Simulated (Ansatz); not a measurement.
The cluster Rb2Cl2. Total charge 0; singlet. Geometry B3LYP-D4/def2-TZVP.

| atom | x (Å) | y (Å) | z (Å) |
| --- | --- | --- | --- |
| Rb1 | -0.272 | -2.074 | 0.506 |
| Rb2 | 0.272 | 2.074 | -0.505 |
| Cl3 | 2.025 | -0.433 | -0.687 |
| Cl4 | -2.025 | 0.433 | 0.686 |

In the def2 sets Rb takes a core potential; there is no spin–orbit coupling. The structure comes from a short search, and lower isomers may exist.

(1) Estimate the orbital energies around the gap (eV) in Ansatz with BLYP-D4/def2-TZVP, r2SCAN-D4/def2-TZVP, r2SCAN-D4/def2-TZVPD, PBE0-D4/def2-TZVP, PBE0-D4/def2-TZVPD.

## Answers

(1) 
```
orbital  BLYP-D4/def2-TZVP  r2SCAN-D4/def2-TZVP  r2SCAN-D4/def2-TZVPD  PBE0-D4/def2-TZVP  PBE0-D4/def2-TZVPD
 HOMO−9             -15.24               -15.93                -15.90             -17.11              -17.09
 HOMO−8             -15.22               -15.91                -15.89             -17.10              -17.09
 HOMO−7             -15.15               -15.85                -15.83             -17.06              -17.04
 HOMO−6             -15.04               -15.74                -15.72             -16.94              -16.92
 HOMO−5              -5.34                -5.75                 -5.76              -6.80               -6.82
 HOMO−4              -5.28                -5.71                 -5.72              -6.77               -6.79
 HOMO−3              -5.20                -5.63                 -5.65              -6.67               -6.69
 HOMO−2              -5.10                -5.53                 -5.55              -6.56               -6.58
 HOMO−1              -5.05                -5.48                 -5.50              -6.52               -6.55
   HOMO              -5.05                -5.48                 -5.50              -6.51               -6.53
   LUMO              -1.30                -0.61                 -0.58              -0.78               -0.76
 LUMO+1              -1.02                -0.32                 -0.29              -0.52               -0.50
 LUMO+2              -0.02                 0.37                  0.40               0.27                0.29
 LUMO+3               0.12                 0.44                  0.48               0.36                0.39
 LUMO+4               0.13                 0.47                  0.50               0.40                0.42
 LUMO+5               0.15                 0.53                  0.55               0.46                0.46
```
